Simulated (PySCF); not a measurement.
**Telling isomers of C4H14Si3 apart by NMR**

[PySCF 2.14.0 with density-fitted response routines: coordinates at the GFN2-xTB level; shielding tensors at PBE0/pcSseg-1 (GIAO); isolated molecule; rapidly exchanging positions averaged; one conformer; relativity neglected]

Chemical shifts δ = σref − σ; $^{1}$H and $^{13}$C vs TMS, all at this level. Where no couplings were computed, multiplicities follow the n + 1 count of equivalent neighbours, and m marks all less simple cases (inequivalent or close neighbours, rings, F or P nearby). Shifts are as computed. Against solution values, carbons near 30 ppm lie about +3 ppm off and those near 130 ppm about +5 ppm. Of 1211 compounds with measured shifts, 218 miss one by over three times the rms of a fit or turn the order of signals round; such compounds aren't used in these exercises.

(1) Tabulate the signals of `C/C=C\[SiH2][Si@H](C)[SiH3]`, `[SiH3]C([SiH3])([SiH3])C1CC1`, `C[SiH2]C/C([SiH3])=C\[SiH3]`, `C=C(C)C([SiH3])([SiH3])[SiH3]` and their relative energies.

(2) What is the quickest way to tell C/C=C\[SiH2][Si@H](C)[SiH3] from C[SiH2]C/C([SiH3])=C\[SiH3]?

(3) What is the quickest way to tell [SiH3]C([SiH3])([SiH3])C1CC1 from C=C(C)C([SiH3])([SiH3])[SiH3]?

(4) What is the quickest way to tell C[SiH2]C/C([SiH3])=C\[SiH3] from C=C(C)C([SiH3])([SiH3])[SiH3]?

## Answers

(1) 
| SMILES | carbon types | δC | δH | E rel. (kcal/mol) |
| --- | --- | --- | --- | --- |
| C/C=C\[SiH2][Si@H](C)[SiH3] | 2×CH 2×CH3 | 155.9, 125.2, 24.4, -5.6 | 6.91 (m, 1H), 5.88 (m, 1H), 4.50 (m, 1H), 4.19 (m, 1H), 4.01 (m, 1H), 3.35 (d, 3H), 1.91 (d, 3H), 0.36 (d, 3H) | 0.0 |
| [SiH3]C([SiH3])([SiH3])C1CC1 | 1×C 1×CH 2×CH2 | 16.0, 5.6, -3.6 | 3.92 (s, 9H), 0.80 (m, 1H), 0.57 (m, 2H), 0.51 (m, 2H) | 18.9 |
| C[SiH2]C/C([SiH3])=C\[SiH3] | 1×C 1×CH 1×CH2 1×CH3 | 167.8, 137.9, 30.7, -9.5 | 6.35 (q, 1H), 4.31 (m, 2H), 4.20 (s, 3H), 4.13 (d, 3H), 2.22 (t, 2H), 0.15 (t, 3H) | 7.4 |
| C=C(C)C([SiH3])([SiH3])[SiH3] | 2×C 1×CH2 1×CH3 | 154.9, 118.4, 27.7, 5.7 | 5.26 (br s, 1H), 4.95 (br s, 1H), 4.10 (s, 9H), 2.04 (s, 3H) | 14.1 |

Energies are electronic energies at PBE0/pcSseg-1 on these geometries, without zero-point or thermal terms, each for the one conformer computed, which needn't be the lowest.

(2) Both give the same number of carbon signals, but DEPT or the intensities differ. The first has an allylic methyl carbon (CH3) at 24.4 ppm, the second a fully substituted alkene carbon (C) at 167.8 ppm. Their most deshielded carbons lie at 155.9 and 167.8 ppm. In the proton spectra the most deshielded non-exchanging signals are 6.91 (m, 1H) and 6.35 (q, 1H).

(3) Count the carbon signals: 3 against 4. The first has a three-membered-ring carbon (CH) at 16.0 ppm, the second a fully substituted alkene carbon (C) at 154.9 ppm. In the proton spectra the most deshielded non-exchanging signals are 3.92 (s, 9H) and 5.26 (br s, 1H).

(4) Both give the same number of carbon signals, but DEPT or the intensities differ. The first has an alkene CH at 137.9 ppm, the second a terminal =CH2 carbon at 118.4 ppm. Their most deshielded carbons lie at 167.8 and 154.9 ppm. In the proton spectra the most deshielded non-exchanging signals are 6.35 (q, 1H) and 5.26 (br s, 1H).
